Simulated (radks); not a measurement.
Values are calculated unless marked as measured or tabulated.
Ionisation ladder of zirconium, from Zr VII to Zr XV. Each ion is in the ground configuration listed by NIST, and IE = E(next ion) - E(this ion). Code: a radial shooting solver on a logarithmic mesh with Libxc functionals. Model: scalar-relativistic Kohn-Sham, LDA (Slater exchange, Perdew-Wang correlation), spin-unpolarised, spherical densities, finite nucleus; Fermi nuclear charge, rms radius 4.2694 fm.

Zr VII: configuration [Ar] 3d10 4s2 4p4; E (hartree) -3585.11887; IE, Delta-SCF (eV) 115.39; -e(HOMO) (eV) 106.58; HOMO 4p; <r> HOMO (bohr) 1.25; IE, NIST (eV) 112; kind theory; error (eV) +3.4
Zr VIII: configuration [Ar] 3d10 4s2 4p3; E (hartree) -3580.87824; IE, Delta-SCF (eV) 133.45; -e(HOMO) (eV) 124.36; HOMO 4p; <r> HOMO (bohr) 1.22; IE, NIST (eV) 133.7; kind semi-emp.; error (eV) -0.3
Zr IX: configuration [Ar] 3d10 4s2 4p2; E (hartree) -3575.97409; IE, Delta-SCF (eV) 152.02; -e(HOMO) (eV) 142.69; HOMO 4p; <r> HOMO (bohr) 1.19; IE, NIST (eV) 153; kind theory; error (eV) -1.0
Zr X: configuration [Ar] 3d10 4s2 4p1; E (hartree) -3570.38739; IE, Delta-SCF (eV) 171.02; -e(HOMO) (eV) 161.49; HOMO 4p; <r> HOMO (bohr) 1.16; IE, NIST (eV) 172.02; kind semi-emp.; error (eV) -1.0
Zr XI: configuration [Ar] 3d10 4s2; E (hartree) -3564.10249; IE, Delta-SCF (eV) 217.37; -e(HOMO) (eV) 207.12; HOMO 4s; <r> HOMO (bohr) 1.07; IE, NIST (eV) 214.9; kind semi-emp.; error (eV) +2.5
Zr XII: configuration [Ar] 3d10 4s1; E (hartree) -3556.11435; IE, Delta-SCF (eV) 237.73; -e(HOMO) (eV) 227.68; HOMO 4s; <r> HOMO (bohr) 1.05; IE, NIST (eV) 236.25; kind exp.; error (eV) +1.5
Zr XIII: configuration [Ar] 3d10; E (hartree) -3547.37791; IE, Delta-SCF (eV) 428.24; -e(HOMO) (eV) 404.82; HOMO 3d; <r> HOMO (bohr) 0.441; IE, NIST (eV) 426; kind theory; error (eV) +2.2
Zr XIV: configuration [Ar] 3d9; E (hartree) -3531.64021; IE, Delta-SCF (eV) 476.43; -e(HOMO) (eV) 452.14; HOMO 3d; <r> HOMO (bohr) 0.431; IE, NIST (eV) 470; kind theory; error (eV) +6.4
Zr XV: configuration [Ar] 3d8; E (hartree) -3514.13172; IE, Delta-SCF (eV) 526.33; -e(HOMO) (eV) 501.20; HOMO 3d; <r> HOMO (bohr) 0.421; IE, NIST (eV) 520; kind theory; error (eV) +6.3

Reference values: NIST Atomic Spectra Database (exp. = measured, semi-emp. = semi-empirical, theory = theoretical value adopted there). The ionisation energy per charge of the ion left behind rises most, in proportion, at Zr XIII ([Ar] 3d10), from 19.811 to 32.942 eV. Against the entries that are not theoretical the mean signed error is +0.3 % and the largest +1.1 %. Spin polarisation and multiplet splitting are left out, so open shells lie too high by an amount that depends on their filling.

Beside tabulated values, note that spin-unpolarised runs miss the spin-polarisation part of the exchange energy of open shells.
